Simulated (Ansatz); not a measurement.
Breaking a bond: MgH, doublet.

Methods: UKS-PBE = unrestricted PBE/aug-cc-pVDZ in Ansatz (an electronic-structure program); UKS-CAM-B3LYP = Ansatz with unrestricted CAM-B3LYP/aug-cc-pVDZ; FCI = Ansatz with full CI/aug-cc-pVDZ, frozen core.

Energies relative to the lowest point of each curve near equilibrium, in mEh; the last columns give the error against full CI:

| R / Å | UKS-PBE | UKS-CAM-B3LYP | FCI | UKS-PBE − FCI | UKS-CAM-B3LYP − FCI |
|---|---|---|---|---|---|
| 1.30 | 51.2 | 48.7 | 53.1 | -2.0 | -4.5 |
| 1.40 | 27.0 | 25.0 | 27.8 | -0.8 | -2.8 |
| 1.48 | 14.7 | 13.1 | 14.9 | -0.1 | -1.8 |
| 1.56 | 6.9 | 5.7 | 6.7 | 0.2 | -1.0 |
| 1.64 | 2.3 | 1.6 | 2.1 | 0.3 | -0.5 |
| 1.68 | 1.0 | 0.5 | 0.8 | 0.2 | -0.3 |
| 1.74 | 0.1 | 0.0 | 0.0 | 0.1 | 0.0 |
| 1.77 | 0.0 | 0.1 | 0.0 | 0.0 | 0.1 |
| 1.85 | 0.8 | 1.5 | 1.1 | -0.3 | 0.4 |
| 1.90 | 1.9 | 2.9 | 2.4 | -0.5 | 0.5 |
| 1.98 | 4.4 | 6.0 | 5.2 | -0.8 | 0.7 |
| 2.17 | 12.4 | 15.1 | 14.1 | -1.7 | 1.0 |
| 2.39 | 22.7 | 26.2 | 25.1 | -2.5 | 1.1 |
| 2.62 | 32.2 | 35.8 | 34.8 | -2.6 | 1.0 |
| 2.91 | 40.9 | 43.8 | 42.4 | -1.4 | 1.5 |
| 3.10 | 44.7 | 47.0 | 44.8 | -0.2 | 2.2 |
| 3.46 | 48.5 | 50.2 | 46.7 | 1.8 | 3.5 |
| 3.81 | 49.6 | 51.4 | 47.2 | 2.4 | 4.2 |
| 4.29 | 49.9 | 52.0 | 47.4 | 2.5 | 4.6 |
| 4.75 | 50.0 | 52.2 | 47.5 | 2.5 | 4.7 |
| 5.24 | 50.1 | 52.3 | 47.5 | 2.6 | 4.7 |
| 6.03 | 50.1 | 52.3 | 47.6 | 2.6 | 4.7 |
| 6.95 | 50.1 | 52.3 | 47.6 | 2.6 | 4.7 |

UKS-PBE is furthest from FCI at 2.62 (-2.6 mEh, below); its mean absolute error over the points is 1.3 mEh.

UKS-CAM-B3LYP is furthest from FCI at 5.24 (4.7 mEh, above); its mean absolute error over the points is 2.2 mEh.
